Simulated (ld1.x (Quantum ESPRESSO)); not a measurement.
**Building the TM potential for Nb (PBEsol, fully relativistic).**

The input file (ld1.x (Quantum ESPRESSO) 7.5):

```
&input
   title='Nb', zed=41., rel=2, dft='PBESOL', iswitch=3,
   config='[Kr] 4d4 5s1 5p0', rel_dist='average',
   nld=5, rlderiv=3.65, eminld=-2.0, emaxld=5.0, deld=0.02
 /
 &inputp
   pseudotype=2, tm=.true., lloc=-2, rcloc=3.30,
   nlcc=.true., rcore=1.60,
   file_pseudopw='Nb.UPF', file_wfcaegen='ae.wfc', file_wfcncgen='nc.wfc', file_beta='beta', file_chi='chi'
 /
3
5S  1  0   1.00   0.00  2.55  2.55  0.0
5P  2  1   0.00   0.00  3.35  3.35  0.0
4D  3  2   4.00   0.00  2.10  2.10  0.0
 &test
   configts(1)='4d4 5s1 5p0'
 /
```

Command:

```bash
ld1.x < Nb.in > Nb.out
```

Output (shortened: banner, matrices, multipoles, cross overlaps and the repeated all-electron block are left out):

```
Program LD1 v.7.5
     --------------------------- All-electron run ----------------------------

     Nb
     dirac relativistic calculation

     atomic number is 41.00
     dft =PBESOL   lsd =0 sic =0 latt =0  beta=0.20 tr2=1.0E-14
     Exchange-correlation= PBESOL
                           (   1   4  10   8   0   0   0)
     mesh =1227 r(mesh) = 100.62774 a.u. xmin = -7.00 dx = 0.01250
     1 Ry =  13.60569312 eV, c = 137.03599908

     n l j   nl                  e(Ry)          e(Ha)          e(eV)
     Spin orbit split results
     1 0 0.5 1S 1( 2.00)     -1380.8806      -690.4403    -18787.8381
     2 0 0.5 2S 1( 2.00)      -193.1254       -96.5627     -2627.6053
     2 1 0.5 2P 1( 2.00)      -177.2660       -88.6330     -2411.8269
     2 1 1.5 2P 1( 4.00)      -170.2333       -85.1167     -2316.1424
     3 0 0.5 3S 1( 2.00)       -32.2045       -16.1022      -438.1639
     3 1 0.5 3P 1( 2.00)       -26.2347       -13.1173      -356.9407
     3 1 1.5 3P 1( 4.00)       -25.0950       -12.5475      -341.4354
     4 0 0.5 4S 1( 2.00)        -4.2867        -2.1433       -58.3233
     4 1 0.5 4P 1( 2.00)        -2.6399        -1.3200       -35.9178
     4 1 1.5 4P 1( 4.00)        -2.4850        -1.2425       -33.8099
     3 2 1.5 3D 1( 4.00)       -14.5443        -7.2722      -197.8859
     3 2 2.5 3D 1( 6.00)       -14.3321        -7.1661      -194.9984
     4 2 1.5 4D 1( 1.60)        -0.2315        -0.1158        -3.1501
     4 2 2.5 4D 1( 2.40)        -0.2201        -0.1101        -2.9951
     5 0 0.5 5S 1( 1.00)        -0.2949        -0.1475        -4.0129
     5 1 0.5 5P 1( 0.00)        -0.0844        -0.0422        -1.1478
     5 1 1.5 5P 1( 0.00)        -0.0777        -0.0388        -1.0569
     Averaged results
     1 0     1S 1( 2.00)     -1380.8806      -690.4403    -18787.8381
     2 0     2S 1( 2.00)      -193.1254       -96.5627     -2627.6053
     2 1     2P 1( 6.00)      -172.5776       -86.2888     -2348.0372
     3 0     3S 1( 2.00)       -32.2045       -16.1022      -438.1639
     3 1     3P 1( 6.00)       -25.4749       -12.7375      -346.6039
     4 0     4S 1( 2.00)        -4.2867        -2.1433       -58.3233
     4 1     4P 1( 6.00)        -2.5366        -1.2683       -34.5125
     3 2     3D 1(10.00)       -14.4170        -7.2085      -196.1534
     4 2     4D 1( 4.00)        -0.2247        -0.1123        -3.0571
     5 0     5S 1( 1.00)        -0.2949        -0.1475        -4.0129
     5 1     5P 1( 0.00)        -0.0799        -0.0400        -1.0872

     final scf error:  4.8E-15 reached in  33 iterations

     Etot =   -7635.993726 Ry,   -3817.996863 Ha, -103892.987321 eV

     Ekin =    7903.767636 Ry,    3951.883818 Ha,  107536.236969 eV
     Encl =  -18445.576984 Ry,   -9222.788492 Ha, -250964.859923 eV
     Eh   =    3139.271141 Ry,    1569.635571 Ha,   42711.959780 eV
     Exc  =    -233.455519 Ry,    -116.727759 Ha,   -3176.324147 eV

     normalization and overlap integrals

     s(1S/1S) =  1.000000  <r> =   0.0361  <r2> =    0.0018  r(max) =   0.0235
     s(2S/2S) =  1.000000  <r> =   0.1578  <r2> =    0.0294  r(max) =   0.1335
     s(2P/2P) =  1.000000  <r> =   0.1346  <r2> =    0.0223  r(max) =   0.1040
     s(2P/2P) =  1.000000  <r> =   0.1391  <r2> =    0.0236  r(max) =   0.1080
     s(3S/3S) =  1.000000  <r> =   0.4434  <r2> =    0.2254  r(max) =   0.3961
     s(3P/3P) =  1.000000  <r> =   0.4388  <r2> =    0.2245  r(max) =   0.3815
     s(3P/3P) =  1.000000  <r> =   0.4494  <r2> =    0.2352  r(max) =   0.3912
     s(4S/4S) =  1.000000  <r> =   1.1590  <r2> =    1.5249  r(max) =   1.0371
     s(4P/4P) =  1.000000  <r> =   1.2820  <r2> =    1.8893  r(max) =   1.1040
     s(4P/4P) =  1.000000  <r> =   1.3139  <r2> =    1.9854  r(max) =   1.1319
     s(3D/3D) =  1.000000  <r> =   0.4311  <r2> =    0.2243  r(max) =   0.3325
     s(3D/3D) =  1.000000  <r> =   0.4346  <r2> =    0.2278  r(max) =   0.3367
     s(4D/4D) =  1.000000  <r> =   2.1939  <r2> =    6.1338  r(max) =   1.4902
     s(4D/4D) =  1.000000  <r> =   2.2288  <r2> =    6.3445  r(max) =   1.5090
     s(5S/5S) =  1.000000  <r> =   3.7024  <r2> =   15.7553  r(max) =   3.0769
     s(5P/5P) =  1.000000  <r> =   5.2862  <r2> =   33.0180  r(max) =   4.1018
     s(5P/5P) =  1.000000  <r> =   5.4516  <r2> =   35.1327  r(max) =   4.2056

     ------------------------ End of All-electron run ------------------------

     --------------------- Generating NC pseudopotential ---------------------

      Generating local potential from pseudized AE potential:
      Matching radius rcloc =   3.3000
      Enforcing V''(0)=0 (lloc=-2)

      Local pseudo, rcloc= 3.275 Estimated cut-off energy=     2.95 Ry

      Computing core charge for nlcc:

       r > 1.61 : true rho core
       r < 1.61 : rho core = a sin(br)/r    a=   5.03  b=   1.62

      Integrated core pseudo-charge :   6.93

     Fully relativistic calculation: |psi|^2

     Wfc 5S LC norm =  0.99997265 SC norm =  0.00002602 missing  0.00000133

     Wfc 5P LC norm =  0.99998707 SC norm =  0.00001282 missing  0.00000011

     Wfc 5P LC norm =  0.99998784 SC norm =  0.00001004 missing  0.00000212

     Wfc 4D LC norm =  0.99991268 SC norm =  0.00008730 missing  0.00000001

     Wfc 4D LC norm =  0.99991490 SC norm =  0.00008410 missing  0.00000100

      Wfc   5S  rcut= 2.551  Using Troullier-Martins method

      Wfc   5P  rcut= 3.358  Using Troullier-Martins method

      Wfc   5P  rcut= 3.358  Using Troullier-Martins method

      Wfc   4D  rcut= 2.088  Using Troullier-Martins method

      Wfc   4D  rcut= 2.088  Using Troullier-Martins method

     ------------------- End of pseudopotential generation -------------------

     Computing logarithmic derivative in   3.64260
     Computing logarithmic derivative in   3.64260
     Computing the partial wave expansion
     R is outside the sphere for l=    0 j= 0.50
     R is outside the sphere for l=    1 j= 0.50
     R is outside the sphere for l=    1 j= 1.50
     R is outside the sphere for l=    2 j= 1.50
     R is outside the sphere for l=    2 j= 2.50

     ---------------------- Testing the pseudopotential ----------------------

     Nb
     dirac relativistic calculation

     atomic number is 41.00   valence charge is  5.00
     dft =PBESOL   lsd =0 sic =0 latt =0  beta=0.20 tr2=1.0E-14
     mesh =1227 r(mesh) = 100.62774 xmin = -7.00 dx = 0.01250

     n l  j  nl             e AE (Ry)       e PS (Ry)    De AE-PS (Ry)
     3 2 1.5 4D   1( 1.60)       -0.23153       -0.23152       -0.00001
     3 2 2.5 4D   1( 2.40)       -0.22014       -0.22014        0.00000
     1 0 0.5 5S   1( 1.00)       -0.29494       -0.29494        0.00000
     2 1 0.5 5P   1( 0.00)       -0.08436       -0.08436       -0.00000
     2 1 1.5 5P   1( 0.00)       -0.07768       -0.07768        0.00000

     eps = 2.7E-15  iter =  7

     Etot =   -7635.993726 Ry,   -3817.996863 Ha, -103892.987321 eV
     Etotps =   -17.179459 Ry,      -8.589729 Ha,    -233.738441 eV

     Ekin =      12.029045 Ry,       6.014522 Ha,     163.663491 eV
     Encl =     -18.989609 Ry,      -9.494804 Ha,    -258.366791 eV
     Ehrt =       9.196611 Ry,       4.598306 Ha,     125.126270 eV
     Ecxc =     -11.213860 Ry,      -5.606930 Ha,    -152.572339 eV
     (Ecc =      -7.190410 Ry,      -3.595205 Ha,     -97.830518 eV)
     Epseu=      -8.201646 Ry,      -4.100823 Ha,    -111.589074 eV

     ---------------------- End of pseudopotential test ----------------------
```

Generation and configuration tests took about 3.2 s on one core of a shared server CPU.

Transferability test of the new file with ld1.x, input:

```
&input
   title='Nb', zed=41., rel=2, dft='PBESOL', iswitch=2,
   config='[Kr] 4d4 5s1 5p0', rel_dist='average'
 /
 &test
   file_pseudo='Nb.UPF', nconf=8,
   configts(1)='4d4 5s1 5p0',
   configts(2)='4d4 5s0 5p0',
   configts(3)='4d3 5s0 5p0',
   configts(4)='4d2 5s0 5p0',
   configts(5)='4d4 5s0 5p1',
   configts(6)='4d4.5 5s0.5 5p0',
   configts(7)='4d3 5s2 5p0',
   configts(8)='4d3 5s1 5p0'
 /
```

```bash
ld1.x < Nb.test.in > Nb.test.out
```

Pseudopotential blocks of its output, shortened (energy terms left out):

```
     ---------------------- Testing the pseudopotential ----------------------

     n l  j  nl             e AE (Ry)       e PS (Ry)    De AE-PS (Ry)
     3 2 1.5 4D   1( 1.60)       -0.23153       -0.23152       -0.00001
     3 2 2.5 4D   1( 2.40)       -0.22014       -0.22014        0.00000
     1 0 0.5 5S   1( 1.00)       -0.29494       -0.29494        0.00000
     2 1 0.5 5P   1( 0.00)       -0.08436       -0.08436       -0.00000
     2 1 1.5 5P   1( 0.00)       -0.07768       -0.07768        0.00000

     eps = 2.2E-15  iter =  7

     Etot =   -7635.993726 Ry,   -3817.996863 Ha, -103892.987321 eV
     Etotps =   -17.179458 Ry,      -8.589729 Ha,    -233.738440 eV

     ---------------------- End of pseudopotential test ----------------------

          ---------------------- Testing the pseudopotential ----------------------

     n l  j  nl             e AE (Ry)       e PS (Ry)    De AE-PS (Ry)
     3 2 1.5 4D   1( 1.60)       -0.69132       -0.69019       -0.00113
     3 2 2.5 4D   1( 2.40)       -0.67900       -0.67797       -0.00104
     1 0 0.5 5S   1( 0.00)       -0.69005       -0.69256        0.00250
     2 1 0.5 5P   1( 0.00)       -0.42410       -0.42658        0.00247
     2 1 1.5 5P   1( 0.00)       -0.41223       -0.41473        0.00250

     eps = 3.3E-16  iter =  8

     Etot =   -7635.504751 Ry,   -3817.752376 Ha, -103886.334484 eV
     Etotps =   -16.689423 Ry,      -8.344711 Ha,    -227.071166 eV
     dEtot_ae =       0.488974 Ry
     dEtot_ps =       0.490036 Ry,   Delta E=      -0.001061 Ry

     ---------------------- End of pseudopotential test ----------------------

          ---------------------- Testing the pseudopotential ----------------------

     n l  j  nl             e AE (Ry)       e PS (Ry)    De AE-PS (Ry)
     3 2 1.5 4D   1( 1.20)       -1.41102       -1.43053        0.01952  !
     3 2 2.5 4D   1( 1.80)       -1.39624       -1.41551        0.01927  !
     1 0 0.5 5S   1( 0.00)       -1.23563       -1.24482        0.00919  !
     2 1 0.5 5P   1( 0.00)       -0.89948       -0.90640        0.00692  !
     2 1 1.5 5P   1( 0.00)       -0.88046       -0.88791        0.00746  !

     eps = 9.7E-17  iter =  7

     Etot =   -7634.473764 Ry,   -3817.236882 Ha, -103872.307188 eV
     Etotps =   -15.651105 Ry,      -7.825552 Ha,    -212.944128 eV
     dEtot_ae =       1.519962 Ry
     dEtot_ps =       1.528354 Ry,   Delta E=      -0.008392 Ry

     ---------------------- End of pseudopotential test ----------------------

          ---------------------- Testing the pseudopotential ----------------------

     n l  j  nl             e AE (Ry)       e PS (Ry)    De AE-PS (Ry)
     3 2 1.5 4D   1( 0.80)       -2.25631       -2.31438        0.05807  !
     3 2 2.5 4D   1( 1.20)       -2.23900       -2.29637        0.05737  !
     1 0 0.5 5S   1( 0.00)       -1.86485       -1.90145        0.03659  !
     2 1 0.5 5P   1( 0.00)       -1.46338       -1.49352        0.03014  !
     2 1 1.5 5P   1( 0.00)       -1.43688       -1.47080        0.03392  !

     eps = 4.9E-18  iter =  7

     Etot =   -7632.658804 Ry,   -3816.329402 Ha, -103847.613397 eV
     Etotps =   -13.798713 Ry,      -6.899356 Ha,    -187.741050 eV
     dEtot_ae =       3.334922 Ry
     dEtot_ps =       3.380746 Ry,   Delta E=      -0.045824 Ry

     ---------------------- End of pseudopotential test ----------------------

          ---------------------- Testing the pseudopotential ----------------------

     n l  j  nl             e AE (Ry)       e PS (Ry)    De AE-PS (Ry)
     3 2 1.5 4D   1( 1.60)       -0.31506       -0.31549        0.00044
     3 2 2.5 4D   1( 2.40)       -0.30322       -0.30367        0.00045
     1 0 0.5 5S   1( 0.00)       -0.35405       -0.35448        0.00043
     2 1 0.5 5P   1( 0.33)       -0.13445       -0.13448        0.00003
     2 1 1.5 5P   1( 0.67)       -0.12703       -0.12703        0.00000

     eps = 5.0E-15  iter =  9

     Etot =   -7635.773850 Ry,   -3817.886925 Ha, -103889.995755 eV
     Etotps =   -16.959380 Ry,      -8.479690 Ha,    -230.744120 eV
     dEtot_ae =       0.219876 Ry
     dEtot_ps =       0.220078 Ry,   Delta E=      -0.000202 Ry

     ---------------------- End of pseudopotential test ----------------------

          ---------------------- Testing the pseudopotential ----------------------

     n l  j  nl             e AE (Ry)       e PS (Ry)    De AE-PS (Ry)
     3 2 1.5 4D   1( 1.80)       -0.18471       -0.18271       -0.00200
     3 2 2.5 4D   1( 2.70)       -0.17401       -0.17214       -0.00187
     1 0 0.5 5S   1( 0.50)       -0.27345       -0.27545        0.00201
     2 1 0.5 5P   1( 0.00)       -0.07348       -0.07518        0.00170
     2 1 1.5 5P   1( 0.00)       -0.06758       -0.06924        0.00167

     eps = 3.0E-16  iter =  9

     Etot =   -7635.952163 Ry,   -3817.976081 Ha, -103892.421827 eV
     Etotps =   -17.136852 Ry,      -8.568426 Ha,    -233.158754 eV
     dEtot_ae =       0.041563 Ry
     dEtot_ps =       0.042606 Ry,   Delta E=      -0.001043 Ry

     ---------------------- End of pseudopotential test ----------------------

          ---------------------- Testing the pseudopotential ----------------------

     n l  j  nl             e AE (Ry)       e PS (Ry)    De AE-PS (Ry)
     3 2 1.5 4D   1( 1.20)       -0.34938       -0.35974        0.01037  !
     3 2 2.5 4D   1( 1.80)       -0.33648       -0.34655        0.01007  !
     1 0 0.5 5S   1( 2.00)       -0.34649       -0.34451       -0.00197
     2 1 0.5 5P   1( 0.00)       -0.11192       -0.10919       -0.00272
     2 1 1.5 5P   1( 0.00)       -0.10342       -0.10070       -0.00272

     eps = 2.0E-16  iter =  9

     Etot =   -7636.033008 Ry,   -3818.016504 Ha, -103893.521789 eV
     Etotps =   -17.213095 Ry,      -8.606548 Ha,    -234.196089 eV
     dEtot_ae =      -0.039283 Ry
     dEtot_ps =      -0.033637 Ry,   Delta E=      -0.005646 Ry

     ---------------------- End of pseudopotential test ----------------------

          ---------------------- Testing the pseudopotential ----------------------

     n l  j  nl             e AE (Ry)       e PS (Ry)    De AE-PS (Ry)
     3 2 1.5 4D   1( 1.20)       -0.84786       -0.85936        0.01150  !
     3 2 2.5 4D   1( 1.80)       -0.83414       -0.84540        0.01125  !
     1 0 0.5 5S   1( 1.00)       -0.77421       -0.77451        0.00031
     2 1 0.5 5P   1( 0.00)       -0.48654       -0.48491       -0.00162
     2 1 1.5 5P   1( 0.00)       -0.47268       -0.47108       -0.00160

     eps = 2.5E-15  iter =  9

     Etot =   -7635.476428 Ry,   -3817.738214 Ha, -103885.949129 eV
     Etotps =   -16.657622 Ry,      -8.328811 Ha,    -226.638490 eV
     dEtot_ae =       0.517298 Ry
     dEtot_ps =       0.521837 Ry,   Delta E=      -0.004539 Ry

     ---------------------- End of pseudopotential test ----------------------
```
